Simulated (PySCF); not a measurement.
C₅H₁₄OSi.
SMILES with atom numbers: `[CH3:1][C:2]([CH3:3])([CH3:4])[CH2:5][O:6][SiH3:7]` (hydrogens: H8, H9, H10 on C1; H11, H12, H13 on C3; H14, H15, H16 on C4; H17, H18 on C5; H19, H20, H21 on Si7)

The closed-shell SCF was solved with PySCF and density fitting under several settings on one GFN2-xTB geometry (grid level 2 and gas phase unless stated).

| settings | basis functions | SCF cycles | E (Eh) | HOMO (eV) | LUMO (eV) | dipole (D) |
| --- | --- | --- | --- | --- | --- | --- |
| PBE0/pcSseg-1 | 196 | 13 | -563.2054 | -8.04 | 0.46 | 0.90 |
| PBE0/def2-SVPD | 259 | 14 | -562.9768 | -8.06 | 0.21 | 0.87 |
| PBE0/def2-SVP | 172 | 13 | -562.9577 | -7.97 | 0.74 | 0.86 |
| PBE0/MINI, start guess atom | 53 | 9 | -559.4402 | -8.71 | 0.71 | 0.97 |
| BLYP/cc-pVDZ, fitting basis def2-qzvpp-jkfit | 172 | 11 | -563.5212 | -6.24 | -0.03 | 0.74 |

Q: Estimate the row for these settings: wB97X-D/def2-SVP.

A: 
```tsv
settings	basis functions	SCF cycles	E (Eh)	HOMO (eV)	LUMO (eV)	dipole (D)
wB97X-D/def2-SVP	172	12	-563.3168	-9.89	2.56	0.87
```

Q: Over all rows, what range does the HOMO–LUMO gap span?

A: From 6.21 eV (BLYP/cc-pVDZ, fitting basis def2-qzvpp-jkfit) to 12.45 eV (wB97X-D/def2-SVP). The functional of the narrowest has no exact exchange, that of the widest range-separated exact exchange.

Q: And the dipole moment?

A: From 0.74 D (BLYP/cc-pVDZ, fitting basis def2-qzvpp-jkfit) to 0.97 D (PBE0/MINI, start guess atom); the largest is 1.31 times the smallest, and the median is 0.87 D.

Q: Compare two rows with the functional PBE0: PBE0/def2-SVP and PBE0/MINI, start guess atom. Which energy is lower, and by how much?

A: PBE0/def2-SVP (172 functions) lies 3.5175 Eh or 2207 kcal/mol below PBE0/MINI, start guess atom (53 functions).

wB97X-D ran without the empirical dispersion term, which would shift the total energy alone. Cycle counts include a coarse-grid stage where the run had one.

Shape of the structure used: `[CH3:1][C:2]([CH3:3])([CH3:4])[CH2:5][O:6][SiH3:7]`: C1–C2–C5–O6 -60°, C2–C5–O6–Si7 180°.

One conformer stands for the species.
